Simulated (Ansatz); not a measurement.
The molecule SnAs, multiplicity 4 (an upper state: multiplicity 2 came lower at CCSD(T)/def2-TZVPP on PBE0 minima). No spin–orbit coupling. As is treated without relativity.

Constants: fifth-degree fit in 1/R to seven points, most abundant isotopes. Runs in def2 and cc sets follow the lowest solution found near the PBE0 minimum.

Codes used: Ansatz (an electronic-structure program). Values without a source in brackets are computed. In def2 rows elements past Kr take small-core potentials, without spin–orbit coupling.

| level | r_e (Å) | ω_e (cm⁻¹) | α_e (cm⁻¹) | ω_e x_e (cm⁻¹) | dipole (D) |
|---|---|---|---|---|---|
| PBE/def2-TZVPP | 2.753 | 189 | 0.00016 | 0.44 | 0.76 |
| PBE0/def2-TZVPP | 2.720 | 199 | 0.00016 | 0.45 | 0.92 |
| wB97X-V/def2-TZVPP | 2.698 | 206 | 0.00015 | 0.42 | 1.09 |
